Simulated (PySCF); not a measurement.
C4H4N2O2Si.
Cartesian coordinates in Å at the GFN2-xTB level; atoms count from 1:
```xyz
13
C4H4N2O2Si angstrom
N      1.2267    1.5663    2.3162
C      1.2480    0.8893    1.3915
C      1.2228    0.0376    0.2493
C      2.4588   -0.0434   -0.5862
O      3.4734    0.5625   -0.3843
N      0.2159   -0.6633   -0.0897
Si    -1.4144   -0.8452    0.3589
C     -2.2120    0.3766   -0.9269
O     -2.9489    0.0230   -1.7973
H      2.3298   -0.7442   -1.4301
H     -1.9132   -0.3880    1.6570
H     -1.7093   -2.2229    0.0106
H     -1.9819    1.4521   -0.7869
```

The calculation used PySCF 2.14.0, density-fitted response routines, TDDFT B3LYP/def2-SVPD, vertical, gas phase, core orbitals frozen in the response.

Transition dipole moments from the ground state, in atomic units and in the frame of the coordinates above (overall signs are arbitrary), for the states with f of 0.002 or more among the lowest 8:

| state | E (eV) | μx | μy | μz |
| --- | --- | --- | --- | --- |
| S1 | 2.671 | -0.226 | -0.027 | -0.100 |
| S2 | 2.783 | 1.141 | 0.027 | 0.325 |
| S4 | 3.596 | 0.691 | -0.060 | 0.322 |
| S5 | 5.068 | -0.145 | 0.003 | -0.010 |
| S7 | 5.331 | 0.480 | 0.151 | 0.057 |
| S8 | 5.412 | 0.004 | -0.102 | 0.182 |

What oscillator strength does each state have?

f = (2/3) ΔE |μ|² with ΔE in hartree (27.2114 eV).

| state | \|μ\|² (au) | \|μ\| (D) | f |
| --- | --- | --- | --- |
| S1 | 0.062 | 0.63 | 0.004 |
| S2 | 1.407 | 3.02 | 0.096 |
| S4 | 0.585 | 1.94 | 0.052 |
| S5 | 0.021 | 0.37 | 0.003 |
| S7 | 0.257 | 1.29 | 0.034 |
| S8 | 0.044 | 0.53 | 0.006 |

What angle do the transition dipoles of S2 and S7 make?

|cos θ| = |μa·μb| / (|μa| |μb|) = 0.95, so θ ≈ 18° (taken between 0 and 90°, since the signs are arbitrary).

How is the summed strength of these states shared among x, y and z?

(2/3) Σ ΔE μα² gives 0.167 for x, 0.005 for y and 0.022 for z, 0.194 in all.

What peak molar absorption coefficient would the strongest computed level give as a lone Gaussian band 0.5 eV wide at half height?

ε(max) = 2.175×10⁸ f / FWHM, with the width in cm⁻¹. S2: 2.175×10⁸ × 0.0959 / 4033 ≈ 5200 L mol⁻¹ cm⁻¹.

One conformer stands for the species.
